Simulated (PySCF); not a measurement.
PySCF job for C₄H₁₁NSi, SMILES CC/N=C(\C)[SiH3], r2SCAN-D4/def2-SVP. The structure is a stationary point at r2SCAN-D4/def2-SVP. The structure was generated by enumeration; whether it is a known compound was not checked. Other conformers were not sampled.

```python
import numpy as np
from pyscf import gto, scf, dft, df
from pyscf.hessian import thermo

mol = gto.M(
    atom='''
    C    -3.05665685   -0.05938120   -0.22810330
    C    -1.72715072    0.66761836   -0.11888766
    N    -0.62327741   -0.27752631   -0.05596584
    C     0.57742187    0.16452902    0.04683928
    C     0.94834796    1.63051385    0.10965304
    Si    1.94969073   -1.14558267    0.12148764
    H    -3.89722978    0.65016702   -0.27631639
    H    -3.07713325   -0.68835730   -1.13119972
    H    -3.20523411   -0.71969344    0.63996828
    H    -1.59135185    1.35269268   -0.98117004
    H    -1.71945728    1.32292106    0.77657127
    H     0.46225166    2.11919155    0.97246840
    H     2.03386372    1.78588058    0.19548947
    H     0.59556175    2.16109652   -0.79230406
    H     1.37591311   -2.51591536    0.04685420
    H     2.72820918   -0.98056710    1.39093366
    H     2.91010504   -0.92625457   -1.00736949
    ''',
    basis='def2-SVP',
    charge=0,
    spin=0,
    max_memory=1600,
    verbose=3,
)
mf = dft.RKS(mol, xc='r2scan').density_fit(auxbasis='def2-universal-jkfit')
mf.disp = 'd4'
mf.grids.level = 4
mf.conv_tol = 1e-11
mf.max_cycle = 100
mf.kernel()

# [left out here: the lines that compute and print the analytic Hessian (its translational invariance restored by hand, since the grid's response is missing), thermochemistry and intensities]
```

Program output:

```
converged SCF energy = -502.853140261444

WARN: MGGA Hessian is sensitive to dft grids. grids.level 4 may not be dense enough.


WARN: DFTD4 does not support analytical Hessian, using finite difference.


WARN: Mole.unit (angstrom) is changed to Bohr

Mode                                 0                   1                   2
Irrep
Freq [cm^-1]                       46.9555             71.5379            131.1689
Reduced mass [au]                   2.1326              1.0797              1.0780
Force const [Dyne/A]                0.0028              0.0033              0.0109
Char temp [K]                      67.5585            102.9272            188.7228
Normal mode                   x     y     z       x     y     z       x     y     z
       0   C                -0.01 -0.00  0.12   -0.00 -0.00  0.02    0.00 -0.00 -0.01
       1   C                 0.01  0.00 -0.13   -0.00 -0.00  0.03   -0.00 -0.00  0.02
       2   N                 0.01  0.00 -0.10    0.00  0.00 -0.01    0.00  0.00 -0.04
       3   C                 0.00  0.00 -0.01    0.00  0.00 -0.04    0.00  0.00 -0.05
       4   C                -0.01 -0.00  0.08    0.00  0.00 -0.05    0.00  0.00 -0.01
       5  Si                -0.00 -0.00  0.01   -0.00 -0.00  0.01   -0.00 -0.00  0.03
       6   H                -0.00 -0.00  0.06   -0.00 -0.00  0.06   -0.00 -0.00  0.06
       7   H                -0.09 -0.16  0.23   -0.01  0.03 -0.00   -0.01  0.06 -0.05
       8   H                 0.06  0.15  0.25    0.01 -0.03  0.00    0.02 -0.06 -0.05
       9   H                -0.06 -0.15 -0.26   -0.01  0.03  0.05   -0.02  0.05  0.05
      10   H                 0.09  0.16 -0.24    0.01 -0.03  0.05    0.01 -0.05  0.05
      11   H                -0.00 -0.06  0.12   -0.04  0.03 -0.09    0.42 -0.17  0.33
      12   H                -0.01 -0.00  0.09    0.00  0.00 -0.00    0.04  0.01 -0.50
      13   H                -0.01  0.06  0.12    0.05 -0.02 -0.08   -0.46  0.16  0.27
[...]
       9   H                -0.02 -0.02 -0.01    0.05  0.03  0.01    0.08 -0.04 -0.04
      10   H                 0.00 -0.01  0.01   -0.05 -0.03 -0.00    0.07 -0.04  0.05
      11   H                -0.37 -0.22 -0.05    0.04  0.02  0.01   -0.02  0.00 -0.02
      12   H                 0.04  0.08 -0.69   -0.00 -0.00  0.06    0.01 -0.03 -0.00
      13   H                 0.48  0.19 -0.04   -0.04 -0.02  0.00   -0.03  0.00  0.01
      14   H                -0.00 -0.00  0.00   -0.00  0.00  0.00   -0.00 -0.00 -0.00
      15   H                -0.01  0.01 -0.00    0.00 -0.00  0.00   -0.00  0.00  0.00
      16   H                 0.01 -0.01  0.00   -0.00  0.00  0.00   -0.00  0.00 -0.00
Mode                                33                  34                  35
Irrep
Freq [cm^-1]                     1678.0876           2200.2303           2200.5706
Reduced mass [au]                  10.9127              1.0498              1.0272
Force const [Dyne/A]               18.1055              2.9941              2.9306
Char temp [K]                    2414.3944           3165.6415           3166.1311
Normal mode                   x     y     z       x     y     z       x     y     z
       0   C                 0.01 -0.00  0.00   -0.00  0.00 -0.00    0.00 -0.00  0.00
       1   C                 0.01 -0.01  0.00   -0.00 -0.00  0.00   -0.00 -0.00 -0.00
       2   N                -0.17 -0.04 -0.01    0.00  0.00 -0.00    0.00 -0.00  0.00
       3   C                 0.20  0.07  0.02    0.00 -0.00 -0.00   -0.00  0.00  0.00
       4   C                -0.01 -0.01 -0.00   -0.00 -0.00  0.00    0.00 -0.00  0.00
       5  Si                -0.00  0.00 -0.00    0.00  0.00 -0.04    0.03  0.00  0.00
       6   H                 0.01  0.00  0.00   -0.00 -0.00  0.00    0.00  0.00  0.00
       7   H                -0.01 -0.00 -0.00    0.00 -0.00 -0.00   -0.00  0.00 -0.00
       8   H                -0.01 -0.00 -0.00   -0.00  0.00 -0.00   -0.00  0.00  0.00
       9   H                -0.00 -0.03 -0.03    0.00 -0.00 -0.00    0.00 -0.00 -0.00
      10   H                -0.01 -0.03  0.03   -0.00  0.00 -0.00    0.00 -0.00  0.00
      11   H                 0.00  0.02 -0.00   -0.00  0.00 -0.00   -0.00 -0.00  0.00
      12   H                -0.00 -0.10 -0.00    0.00  0.00 -0.00    0.00 -0.00  0.00
      13   H                 0.00  0.02  0.00    0.00  0.00 -0.00   -0.00 -0.00 -0.00
      14   H                 0.02  0.01  0.00    0.00 -0.00 -0.02    0.05  0.10  0.01
      15   H                -0.01  0.00  0.00    0.37  0.08  0.59   -0.34 -0.07 -0.58
      16   H                -0.01  0.00 -0.00   -0.44 -0.10  0.50   -0.44 -0.10  0.54
Mode                                36                  37                  38
Irrep
Freq [cm^-1]                     2260.0672           2964.2736           3011.3319
Reduced mass [au]                   1.0442              1.0592              1.1035
Force const [Dyne/A]                3.1424              5.4837              5.8956
Char temp [K]                    3251.7336           4264.9297           4332.6362
Normal mode                   x     y     z       x     y     z       x     y     z
       0   C                -0.00 -0.00 -0.00   -0.00  0.00 -0.00    0.00  0.00 -0.01
       1   C                 0.00  0.00  0.00   -0.01 -0.07 -0.00   -0.01 -0.00  0.09
       2   N                 0.00  0.00  0.00    0.00 -0.00  0.00    0.00  0.00  0.00
       3   C                -0.00 -0.00 -0.00   -0.00 -0.00 -0.00    0.00  0.00 -0.00
       4   C                 0.00  0.00  0.00    0.00 -0.00 -0.00   -0.00 -0.00  0.01
       5  Si                -0.02 -0.03 -0.00   -0.00 -0.00 -0.00   -0.00 -0.00  0.00
       6   H                 0.00  0.00  0.00    0.03 -0.03  0.00    0.00  0.00 -0.00
       7   H                 0.00 -0.00 -0.00   -0.00 -0.00 -0.00   -0.00  0.03  0.04
       8   H                 0.00 -0.00  0.00   -0.00 -0.00  0.00   -0.01 -0.03  0.04
       9   H                 0.00 -0.00  0.00    0.09  0.40 -0.54    0.09  0.41 -0.52
      10   H                 0.00 -0.00 -0.00    0.01  0.39  0.57   -0.01 -0.39 -0.54
      11   H                 0.00 -0.00  0.00   -0.01  0.01  0.03    0.01 -0.02 -0.02
      12   H                -0.00  0.00  0.00    0.02  0.01  0.00    0.00  0.00 -0.00
      13   H                 0.00 -0.00 -0.00   -0.01  0.02 -0.03   -0.01  0.02 -0.04
      14   H                 0.38  0.90  0.05    0.00  0.00  0.00    0.00 -0.00 -0.00
      15   H                 0.03 -0.00  0.06    0.00 -0.00  0.00    0.00  0.00 -0.00
      16   H                 0.04  0.00 -0.05    0.00 -0.00 -0.00   -0.00 -0.00 -0.00
Mode                                39                  40                  41
Irrep
Freq [cm^-1]                     3015.9146           3039.7021           3099.2600
Reduced mass [au]                   1.0380              1.0366              1.1007
Force const [Dyne/A]                5.5625              5.6429              6.2294
Char temp [K]                    4339.2296           4373.4545           4459.1451
Normal mode                   x     y     z       x     y     z       x     y     z
       0   C                -0.00  0.00 -0.00    0.04  0.02  0.00   -0.00 -0.00  0.00
       1   C                -0.00 -0.00  0.00   -0.00 -0.00 -0.00    0.00  0.00 -0.01
       2   N                -0.00  0.00 -0.00   -0.00  0.00  0.00   -0.00  0.00  0.00
       3   C                 0.00 -0.00  0.00    0.00 -0.00  0.00   -0.00 -0.00  0.00
       4   C                -0.00  0.05  0.00    0.00 -0.00  0.00   -0.01 -0.00  0.09
       5  Si                 0.00  0.00  0.00   -0.00  0.00 -0.00   -0.00 -0.00  0.00
       6   H                 0.00 -0.00  0.00   -0.44  0.38 -0.03   -0.00  0.00  0.00
       7   H                -0.00 -0.00 -0.00    0.00 -0.31 -0.46   -0.00 -0.01 -0.01
       8   H                -0.00 -0.00  0.00   -0.07 -0.33  0.44    0.00  0.01 -0.01
       9   H                 0.01  0.03 -0.03    0.00  0.01 -0.01   -0.01 -0.02  0.03
      10   H                 0.00  0.02  0.02    0.00  0.01  0.01    0.00  0.02  0.03
      11   H                 0.28 -0.26 -0.49   -0.00  0.00  0.00    0.30 -0.30 -0.52
      12   H                -0.43 -0.05 -0.03   -0.00 -0.00 -0.00    0.00 -0.00  0.02
      13   H                 0.20 -0.29  0.51   -0.00  0.00 -0.00   -0.22  0.32 -0.54
      14   H                -0.00  0.00 -0.00    0.00 -0.00 -0.00    0.00  0.00 -0.00
      15   H                -0.00 -0.00 -0.00    0.00 -0.00  0.00    0.00 -0.00 -0.00
      16   H                -0.00 -0.00  0.00    0.00 -0.00 -0.00   -0.00  0.00 -0.00
Mode                                42                  43                  44
Irrep
Freq [cm^-1]                     3136.3078           3141.5015           3143.0879
Reduced mass [au]                   1.1034              1.1042              1.1044
Force const [Dyne/A]                6.3945              6.4205              6.4283
Char temp [K]                    4512.4486           4519.9212           4522.2037
Normal mode                   x     y     z       x     y     z       x     y     z
       0   C                -0.00  0.00 -0.00   -0.04  0.08 -0.01   -0.01  0.00  0.09
       1   C                 0.00 -0.00  0.00    0.00  0.00 -0.00   -0.00  0.00  0.01
       2   N                -0.00  0.00 -0.00   -0.00 -0.00  0.00    0.00 -0.00 -0.00
       3   C                 0.00  0.00  0.00    0.00 -0.00  0.00    0.00 -0.00 -0.00
       4   C                -0.09  0.01 -0.01    0.00 -0.00  0.00    0.00  0.00 -0.00
       5  Si                -0.00 -0.00 -0.00    0.00  0.00  0.00   -0.00  0.00  0.00
       6   H                 0.01 -0.01  0.00    0.58 -0.49  0.03    0.03 -0.03  0.01
       7   H                -0.00 -0.01 -0.01   -0.01 -0.20 -0.31   -0.01 -0.40 -0.56
       8   H                -0.00 -0.01  0.01   -0.06 -0.25  0.35    0.08  0.39 -0.51
       9   H                 0.00  0.00 -0.00   -0.00 -0.02  0.02    0.01  0.03 -0.04
      10   H                 0.00  0.00  0.00   -0.00 -0.01 -0.02   -0.00 -0.03 -0.04
      11   H                 0.12 -0.13 -0.23   -0.00  0.00  0.01   -0.00  0.00  0.01
      12   H                 0.84  0.11  0.07   -0.02 -0.00 -0.00   -0.00 -0.00 -0.00
      13   H                 0.08 -0.14  0.24   -0.00  0.00 -0.01    0.00 -0.00  0.01
      14   H                 0.00  0.00  0.00   -0.00 -0.00 -0.00   -0.00 -0.00 -0.00
      15   H                 0.00 -0.00  0.00   -0.00 -0.00 -0.00    0.00 -0.00 -0.00
      16   H                 0.00 -0.00 -0.00   -0.00 -0.00  0.00   -0.00  0.00 -0.00
temperature 298.1500 [K]
pressure 101325.00 [Pa]
Rotational constants [GHz] 5.28292 1.40032 1.14531
Symmetry number 1
Zero-point energy (ZPE) 0.13824 [Eh]   362948.149 [J/mol]
                           tot       elec      trans        rot        vib
Entropy [J/mol/K]       390.523      0.000    166.332    117.279    106.912
Cv [J/mol/K]            132.337      0.000     12.472     12.472    107.394
Cp [J/mol/K]            140.652      0.000     20.786     12.472    107.394
Internal energy [J/mol]                      3718.434   3718.434 379510.909
Internal energy [Eh]   -502.70576  -502.85314
Enthalpy [J/mol]                             6197.391   3718.434 379510.909
Enthalpy [Eh]          -502.70482
Gibbs free energy [J/mol]                  -43394.436 -31248.229 347635.105
Gibbs free energy [Eh] -502.74916
mode   freq/cm-1   IR/(km/mol)
   1       46.96         0.152
   2       71.54         0.040
   3      131.17         1.115
   4      146.72         0.328
   5      172.16         0.964
   6      259.31         0.590
   7      267.86         0.558
   8      384.11        11.238
   9      402.99         1.787
  10      467.52         8.402
  11      633.95        32.440
  12      642.66        35.536
  13      705.42         2.650
  14      775.20         0.004
  15      882.58         8.120
  16      904.01       263.042
  17      929.66        38.050
  18      943.80        46.156
  19      971.91         0.161
  20      994.59         4.248
  21     1064.37         5.120
  22     1100.43         0.181
  23     1101.27         6.762
  24     1166.10        18.003
  25     1283.82         1.317
  26     1344.36        24.470
  27     1355.15        17.657
  28     1391.33        24.504
  29     1422.06         2.613
  30     1445.60        20.966
  31     1447.35         9.129
  32     1459.30         9.090
  33     1474.61         4.725
  34     1678.09        42.491
  35     2200.23       118.138
  36     2200.57       100.080
  37     2260.07        82.337
  38     2964.27        32.983
  39     3011.33        27.433
  40     3015.91         4.789
  41     3039.70        28.543
  42     3099.26         4.600
  43     3136.31        10.315
  44     3141.50        19.823
  45     3143.09        18.346
max |gradient| / (hartree/bohr): 0.00016666026711016285
APT charges: [ 0.0405  0.3699 -0.5377  0.1175 -0.0904  1.0073 -0.0237 -0.003  -0.0031
 -0.0741 -0.0747  0.0087  0.0154  0.0085 -0.2325 -0.2672 -0.2672]
```

The run converged.

Cost: about 22 core-minutes (a rough figure).
